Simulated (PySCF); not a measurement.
SiF6 (charge -2).
SMILES: `F[Si-2](F)(F)(F)(F)F`

The closed-shell ground state was solved at several levels (PySCF, density fitting, gas phase, non-relativistic). Isolated species at its PBE0-D3(BJ)/def2-TZVP geometry, gas phase. Whether so highly charged an anion holds all its electrons in the gas phase wasn't checked; a finite basis holds them in any case. No counter-ion or solvent screens the charge of this multiply charged ion. Where the HOMO energy is positive, the finite basis confines the outermost electrons. No diffuse functions stand in pcSseg-2, which bears on an anion's orbital energies.

```tsv
level	basis functions	total energy (Eh)	HOMO (eV)	LUMO (eV)	gap (eV)
PBE0/pcSseg-2	259	-888.4636	0.81	11.82	11.01
B97-2/pcSseg-2	259	-888.9690	1.17	11.90	10.73
wB97X-D/pcSseg-2	259	-888.9823	-1.19	13.57	14.76
```

Question: What might KT3/pcSseg-2 (259 basis functions) give for the same quantities?

Answer: Total energy -898.3548 Eh, HOMO 2.77 eV, LUMO 10.96 eV, gap 8.19 eV.

Question: Over all these levels, which gives the widest orbital gap and which the narrowest?

Answer: wB97X-D/pcSseg-2 (range-separated hybrid) has the widest, 14.76 eV, and KT3/pcSseg-2 (GGA) the narrowest, 8.19 eV. From the narrowest to the widest the HOMO moves by -3.96 eV and the LUMO by +2.61 eV.

Question: In the pcSseg-2 basis, how does the gap go with the fixed share of exact exchange?

Answer: KT3 (0 %) 8.19 eV; B97-2 (21 %) 10.73 eV; PBE0 (25 %) 11.01 eV. Each rise in the share widens the gap here.

The pairwise dispersion term of wB97X-D wasn't added to the energies; at a given geometry it leaves orbitals and properties as they are.
